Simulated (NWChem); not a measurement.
System: InH₂OCl; SMILES [InH]([OH])[Cl]

NWChem input:

```
start job
memory heap 200 mb stack 900 mb global 1100 mb
geometry units angstroms noautoz
  In    -0.284927     0.405769     0.000000
  H     -1.903916     0.953873     0.000000
  Cl     0.232058    -1.879935     0.000000
  O      1.401070     1.459311     0.000000
  H      1.246783     2.411092     0.000000
end
basis spherical
  In library def2-svp
  H library def2-svp
  Cl library def2-svp
  O library def2-svp
end
ecp
  In library def2-ecp
end
dft
  xc becke97-2
  iterations 150
  mulliken
end
task dft energy
```

Parts of the log:

```
             Northwest Computational Chemistry Package (NWChem) 7.3.0
             --------------------------------------------------------

 CS  symmetry detected

                             Geometry "geometry" -> ""
                             -------------------------

 Output coordinates in angstroms (scale by  1.889725989 to convert to a.u.)

  No.       Tag          Charge          X              Y              Z
 ---- ---------------- ---------- -------------- -------------- --------------
    1 In                  49.0000    -0.30659001     0.35464596     0.00000000
    2 H                    1.0000    -1.94646068     0.83669113     0.00000000
    3 Cl                  17.0000     0.30259713    -1.90822993     0.00000000
    4 O                    8.0000     1.33532785     1.47564656     0.00000000
    5 H                    1.0000     1.14259722     2.42039333     0.00000000

 Effective nuclear repulsion energy (a.u.)     348.6132050968

      Symmetry information
      --------------------

 Group name             Cs
 Group number              2
 Group order               2
 No. of unique centers     5

                                 NWChem DFT Module
                                 -----------------

 Summary of "ao basis" -> "ao basis" (spherical)
 ------------------------------------------------------------------------------
       Tag                 Description            Shells   Functions and Types
 ---------------- ------------------------------  ------  ---------------------
 In                         def2-svp                10       26   4s4p2d
 H                          def2-svp                 3        5   2s1p
 Cl                         def2-svp                 8       18   4s3p1d
 O                          def2-svp                 6       14   3s2p1d

      Symmetry analysis of basis
      --------------------------

        a'         49
        a"         19

            General Information
            -------------------
          SCF calculation type: DFT
          Wavefunction type:  closed shell.
          No. of atoms     :     5
          No. of electrons :    48
           Alpha electrons :    24
            Beta electrons :    24
          Charge           :     0
          Spin multiplicity:     1
          Use of symmetry is: on ; symmetry adaption is: on
          Maximum number of iterations: 150
          AO basis - number of functions:    68
                     number of shells:    30
          Convergence on energy requested:  1.00D-06
          Convergence on density requested:  1.00D-05
          Convergence on gradient requested:  5.00D-04

              XC Information
              --------------
                   Becke 97-2 Method XC Functional
                     Hartree-Fock (Exact) Exchange  0.210
                 Becke 1997-2  Exchange Functional  1.000
                Becke 1997-2 Correlation Potential  1.000

             Grid Information
             ----------------
          Grid used for XC integration:  medium
          Radial quadrature: Mura-Knowles
          Angular quadrature: Lebedev.
          Tag              B.-S. Rad. Rad. Pts. Rad. Cut. Ang. Pts.
          ---              ---------- --------- --------- ---------
          In                  1.55      123           9.0       590
          H                   0.35       45          11.0       434
          Cl                  1.00       88          11.0       590
          O                   0.60       49          10.0       434
          Grid pruning is: on
          Number of quadrature shells:   350
          Spatial weights used:  Erf1

      Superposition of Atomic Density Guess
      -------------------------------------

 Sum of atomic energies:        -753.06353298

      Non-variational initial energy
      ------------------------------

 Total energy =    -724.444601
 1-e energy   =   -1406.546249
 2-e energy   =     515.138173
 HOMO         =      -0.393090
 LUMO         =      -0.033124

      Symmetry analysis of molecular orbitals - initial
      -------------------------------------------------

  Numbering of irreducible representations:

     1 a'          2 a"

  Orbital symmetries:

     1 a'          2 a'          3 a'          4 a'          5 a'
     6 a"          7 a'          8 a'          9 a'         10 a"
    11 a'         12 a'         13 a'         14 a'         15 a"
    16 a"         17 a'         18 a'         19 a'         20 a'
    21 a"         22 a'         23 a"         24 a'         25 a'
    26 a"         27 a'         28 a'         29 a'         30 a'
    31 a"         32 a'         33 a'         34 a"

     ---------------------------------------------
      Total Density - Mulliken Population Analysis
     ---------------------------------------------

    Atom       Charge   Shell Charges
 -----------   ------   -------------------------------------------------------
    1 In  21    19.71   2.60 -0.60  0.70  0.33  3.23  2.76  0.49  0.14  9.71  0.36
    2 H    1     1.04   0.59  0.45  0.01
    3 Cl  17    17.58   2.00  1.99  1.23  0.72  5.94  2.20  3.49  0.01
    4 O    8     9.00   1.99  1.11  0.69  3.13  2.08  0.00
    5 H    1     0.66   0.53  0.07  0.06

   convergence    iter        energy       DeltaE   RMS-Dens  Diis-err
 ---------------- ----- ----------------- --------- --------- ---------
 d= 0,ls=0.0,diis     1   -726.7206032593 -8.94D+02  3.12D-02  7.30D-01
 d= 0,ls=0.0,diis     2   -726.2478897013  4.73D-01  2.12D-02  4.87D+00
 d= 0,ls=0.0,diis     3   -726.8185961519 -5.71D-01  4.41D-03  4.30D-02
 d= 0,ls=0.0,diis     4   -726.8229448373 -4.35D-03  1.77D-03  1.70D-02
 d= 0,ls=0.0,diis     5   -726.8253557064 -2.41D-03  1.62D-04  2.10D-04
  Resetting Diis
 d= 0,ls=0.0,diis     6   -726.8253789820 -2.33D-05  4.37D-05  8.93D-06
 d= 0,ls=0.0,diis     7   -726.8253801101 -1.13D-06  1.66D-05  4.05D-07
 d= 0,ls=0.0,diis     8   -726.8253801175 -7.36D-09  8.04D-06  3.77D-07

         Total DFT energy =     -726.825380117503
      One electron energy =    -1408.807572534160
           Coulomb energy =      569.643634347518
    Exchange-Corr. energy =      -54.624917675819
 Nuclear repulsion energy =      166.963475744959

 Numeric. integr. density =       48.000008872764

                  Occupations of the irreducible representations
                  ----------------------------------------------

                     irrep           alpha         beta
                     --------     --------     --------
                     a'               18.0         18.0
                     a"                6.0          6.0

                       DFT Final Molecular Orbital Analysis
                       ------------------------------------

 Vector   22  Occ=2.000000D+00  E=-3.154292D-01  Symmetry=a"
              MO Center=  6.0D-01, -5.8D-01,  2.2D-14, r^2= 3.8D+00
   Bfn.  Coefficient  Atom+Function         Bfn.  Coefficient  Atom+Function
  ----- ------------  ---------------      ----- ------------  ---------------
    44      0.481888  3 Cl pz                41      0.357511  3 Cl pz
    55      0.357376  4 O  pz                58      0.267803  4 O  pz
    38      0.208155  3 Cl pz                13      0.156449  1 In pz
    16      0.104368  1 In pz                20      0.060600  1 In d  1
    10     -0.048107  1 In pz                 7     -0.044998  1 In pz

 Vector   23  Occ=2.000000D+00  E=-2.994285D-01  Symmetry=a"
              MO Center=  9.1D-01,  2.0D-01, -3.4D-14, r^2= 3.7D+00
   Bfn.  Coefficient  Atom+Function         Bfn.  Coefficient  Atom+Function
  ----- ------------  ---------------      ----- ------------  ---------------
    55      0.490937  4 O  pz                44     -0.408627  3 Cl pz
    58      0.378829  4 O  pz                41     -0.292670  3 Cl pz
    38     -0.170752  3 Cl pz                18     -0.094049  1 In d -1
    20      0.053198  1 In d  1              23      0.052287  1 In d -1
    13      0.043658  1 In pz

 Vector   24  Occ=2.000000D+00  E=-2.974917D-01  Symmetry=a'
              MO Center=  2.5D-01, -1.1D+00, -2.6D-15, r^2= 3.6D+00
   Bfn.  Coefficient  Atom+Function         Bfn.  Coefficient  Atom+Function
  ----- ------------  ---------------      ----- ------------  ---------------
    42      0.545744  3 Cl px                39      0.404385  3 Cl px
    53      0.247067  4 O  px                36      0.234305  3 Cl px
    28      0.177622  2 H  s                 56      0.175957  4 O  px
    27      0.148689  2 H  s                 17      0.131159  1 In d -2
    43      0.100582  3 Cl py                11     -0.090593  1 In px

 Vector   25  Occ=0.000000D+00  E=-5.107083D-02  Symmetry=a"
              MO Center= -3.4D-01,  3.4D-01, -1.6D-14, r^2= 4.4D+00
   Bfn.  Coefficient  Atom+Function         Bfn.  Coefficient  Atom+Function
  ----- ------------  ---------------      ----- ------------  ---------------
    13      0.571724  1 In pz                16      0.565868  1 In pz
    44     -0.225963  3 Cl pz                55     -0.187532  4 O  pz
    58     -0.180856  4 O  pz                10     -0.151118  1 In pz
     7     -0.139647  1 In pz                41     -0.126206  3 Cl pz
    38     -0.072196  3 Cl pz                25      0.065667  1 In d  1

 Vector   26  Occ=0.000000D+00  E=-5.046036D-02  Symmetry=a'
              MO Center= -2.7D-01,  3.8D-01, -1.4D-14, r^2= 4.3D+00
   Bfn.  Coefficient  Atom+Function         Bfn.  Coefficient  Atom+Function
  ----- ------------  ---------------      ----- ------------  ---------------
     4      0.785388  1 In s                  3      0.595677  1 In s
    28     -0.576012  2 H  s                 43     -0.359183  3 Cl py
     1     -0.343311  1 In s                 52     -0.327916  4 O  s
    27     -0.268662  2 H  s                 53      0.213282  4 O  px
    35     -0.207266  3 Cl s                 56      0.192390  4 O  px

[...]
```

Level: B97-2/def2-SVP with def2 effective core potentials on In. The geometry was optimised at PBE0/def2-SVP. def2 effective core potentials on In; no spin-orbit coupling.
